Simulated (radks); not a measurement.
The numbers below are computed, except where a source is named.
Problem. Ionisation of neutral fluorine, [He] 2s2 2p5, to F+, [He] 2s2 2p4, under several functionals. Non-relativistic Kohn-Sham, spin-polarised, spherical densities, point nucleus; open shells are filled with parallel spins first; a radial shooting solver on a logarithmic mesh with Libxc functionals. Known Delta-SCF values: XLYP 17.920 eV; AM05 17.721 eV; BLYP 17.862 eV. What does HCTH/407 give, and what is its highest occupied eigenvalue?

Solution. 17.887 eV by Delta-SCF; the 2p eigenvalue is -10.369 eV. NIST: 17.423 eV (measured).
